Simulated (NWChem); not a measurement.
Molecule: CH3BrGeO, singlet; SMILES [Br][Ge][O]C

```xyz
7

Ge     0.8738    -0.7210     0.0001
Br    -0.1345     1.4625    -0.0001
O     -0.5624    -1.7957    -0.0008
C     -1.9562    -1.5448     0.0004
H     -2.1888    -0.4576    -0.0176
H     -2.4170    -2.0276    -0.8882
H     -2.4109    -1.9952     0.9089
```
Atoms are numbered in this order, from 1.

Computed with NWChem. Pople sets run with spherical d functions. Low-valent species are run as closed-shell singlets; no triplet was tried in these runs. Geometry: optimised at PBE-D3(BJ)/def2-SVP. Level PBE/6-31G*: energy and gradient; each run changes one setting, and changes count from the defaults (medium grid, exact Coulomb integrals, symmetry on).

Task: Which setting moves the energy most, and by about how much (tight SCF thresholds and tolerances; defaults; Becke weights; symmetry off; Coulomb fitting, Weigend set)?

Result: Coulomb fitting, Weigend set, by about 600 μHa.
```
setting                              size of the energy change (μHa)  largest change of a gradient component (μHa/bohr)  time, defaults = 1 (rough)
-----------------------------------  -------------------------------  -------------------------------------------------  --------------------------
defaults                                                        < 10                                               < 30                     about 1
Coulomb fitting, Weigend set                                     600                                                 60                         0.3
tight SCF thresholds and tolerances                             < 10                                               < 30                           2
Becke weights                                                   < 10                                                 40                     about 1
symmetry off                                                    < 10                                        other frame                     about 1
```
